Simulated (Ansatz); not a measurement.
Frontier orbitals of CH7BFNSn, SMILES `FBN[CH2][SnH3]`.

Cartesian coordinates in Å:
```
F 2.0315 -1.6209 0.6751
B 1.6925 -0.4701 1.2710
N 0.4192 0.0530 1.0709
C -0.6249 -0.5140 0.2467
Sn -1.0124 0.6692 -1.5306
H 2.4918 0.0873 1.9644
H 0.1926 0.9278 1.5146
H -1.5551 -0.6237 0.8097
H -0.3194 -1.5094 -0.0744
H -2.3732 0.0809 -2.3813
H -1.3082 2.2789 -1.0300
H 0.3658 0.6411 -2.5360
```

Charge 0, multiplicity 1. Correlated methods include outer-core shells of Sn, which these sets cover unevenly. Sn: def2 effective core potential. Geometry: relaxed with PBE0-D4/def2-TZVP. It is one conformer, not always the lowest. Basis def2-TZVPP, Ansatz.

```tsv
functional	HOMO (eV)	LUMO (eV)	gap (eV)
LDA (SPW92)	-6.14	-0.97	5.17
PBE	-5.97	-0.76	5.21
revPBE	-5.90	-0.67	5.23
B97M-V	-6.25	-0.62	5.63
PBE0	-7.12	0.01	7.13
ωB97M-V	-9.28	1.35	10.63
```

Against PBE, PBE0 changes HOMO and LUMO by −1.15 and +0.77 eV, ωB97M-V by −3.31 and +2.11 eV. A gap of 5.21 eV thus becomes 10.64 eV for the same molecule, so an orbital gap means little without its functional. A positive LUMO is unbound and depends on the basis.
